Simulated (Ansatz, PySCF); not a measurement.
System: CLiN (charge 0, singlet). 
Geometry from a B3LYP-D3(BJ)/def2-TZVP (Ansatz, a quantum-chemistry and plane-wave program) optimisation:
```
N
C 1 1.1713
Li 1 1.7580 2 180.00
```
Charge 0, spin multiplicity 1.

Wanted: atomisation energy (electronic, to ground-state atoms), in eV. Valence correlation only, unless marked. UHF or UKS for open shells. No spin-orbit coupling. No relativistic terms. The coupled-cluster limit lacks core correlation, which all-electron functionals hold. CBS marks a two-point X^-3 extrapolation of the correlation energy; Hartree-Fock from the larger set.

```csv
level,program,atomisation energy (eV)
HF/def2-SVPD,Ansatz,8.21
BP86-D4/def2-TZVPD,PySCF + dftd4,13.30
HSE06-D4/def2-TZVPD,Ansatz + dftd4,12.69
CAM-B3LYP-D4/def2-TZVPD,Ansatz + dftd4,12.86
```

What does CCSD(T)/CBS(def2-TZVPPD,def2-QZVPPD) (Ansatz) give?

12.73 eV
